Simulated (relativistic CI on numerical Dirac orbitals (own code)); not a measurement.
# Ho2+ (4f11) in a crystal field

Calculated by Dirac-Coulomb-Breit CI, separate exchange-only KLI orbitals for each configuration, model QED, valence Slater integrals scaled by 0.75, one configuration in a parametric crystal field (own radial code).

Field parameters in Wybourne normalisation. The field is a parameter set, without covalency.

S and J are read from ⟨S²⟩ = S(S + 1) and ⟨J²⟩ = J(J + 1) of each level; they are not fictitious spins.

D4h, B20 = 1490, B40 = 1160, B44 = 820, B60 = -120, B64 = 150 cm⁻¹, the lowest 16 levels:

| E (cm⁻¹) | Degeneracy | Irrep | S | J |
| --- | --- | --- | --- | --- |
| 0.0 | 2 | Γ6 | 1.48 | 7.50 |
| 13.7 | 2 | Γ7 | 1.48 | 7.50 |
| 53.3 | 2 | Γ6 | 1.48 | 7.50 |
| 88.1 | 2 | Γ7 | 1.48 | 7.50 |
| 182 | 2 | Γ6 | 1.48 | 7.50 |
| 195 | 2 | Γ7 | 1.48 | 7.50 |
| 298 | 2 | Γ7 | 1.48 | 7.50 |
| 476 | 2 | Γ6 | 1.48 | 7.50 |
| 5445 | 2 | Γ7 | 1.49 | 6.50 |
| 5446 | 2 | Γ6 | 1.49 | 6.50 |
| 5509 | 2 | Γ6 | 1.49 | 6.50 |
| 5531 | 2 | Γ7 | 1.49 | 6.50 |
| 5574 | 2 | Γ6 | 1.49 | 6.50 |
| 5645 | 2 | Γ7 | 1.49 | 6.50 |
| 5824 | 2 | Γ7 | 1.49 | 6.50 |
| 8383 | 2 | Γ7 | 1.36 | 5.50 |

Principal g values of the ground doublet: 0.36, 8.48, 8.48.

D3h, B20 = -100, B40 = -450, B60 = -60, B66 = 460 cm⁻¹, the lowest 10 levels:

```tsv
E (cm⁻¹)	Degeneracy	S	J
0.0	2	1.48	7.50
2.5	2	1.48	7.50
17.5	2	1.48	7.50
40.4	2	1.48	7.50
115	2	1.48	7.50
188	2	1.48	7.50
192	2	1.48	7.50
195	2	1.48	7.50
5453	2	1.49	6.50
5474	2	1.49	6.50
```

Principal g values of the ground doublet: 0.78, 8.87, 8.87.

D3d, B20 = 130, B40 = 740, B43 = -970, B60 = -350, B63 = -30, B66 = 80 cm⁻¹, the lowest 16 levels:

```tsv
E (cm⁻¹)	Degeneracy	Irrep	S	J
0.0	2	Γ4	1.48	7.50
0.7	2	Γ5+Γ6	1.48	7.50
32.7	2	Γ4	1.48	7.50
174	2	Γ4	1.48	7.50
176	2	Γ5+Γ6	1.48	7.50
217	2	Γ4	1.48	7.50
230	2	Γ5+Γ6	1.48	7.50
262	2	Γ4	1.48	7.50
5455	2	Γ4	1.49	6.50
5467	2	Γ5+Γ6	1.49	6.50
5480	2	Γ4	1.49	6.50
5574	2	Γ4	1.49	6.50
5589	2	Γ5+Γ6	1.49	6.50
5602	2	Γ4	1.49	6.50
5625	2	Γ4	1.49	6.50
8396	2	Γ4	1.36	5.50
```

Principal g values of the ground doublet: 5.01, 7.00, 7.00.

The next free-ion level lies 5406 cm⁻¹ above the lowest; the field splits the ground level into components whose J stays near 15/2 as long as their spread is small against that gap.

Levels of this model without a field, named by their leading LS term (the scale mimics covalency, so terms lie below those of the real free ion): 4I°_15/2 0, 4I°_13/2 5406, 4I°_11/2 8300, 4I°_9/2 10051, 4F°_9/2 13160, 2H°_11/2 15897, 4S°_3/2 16187, 4F°_7/2 17924 cm⁻¹.
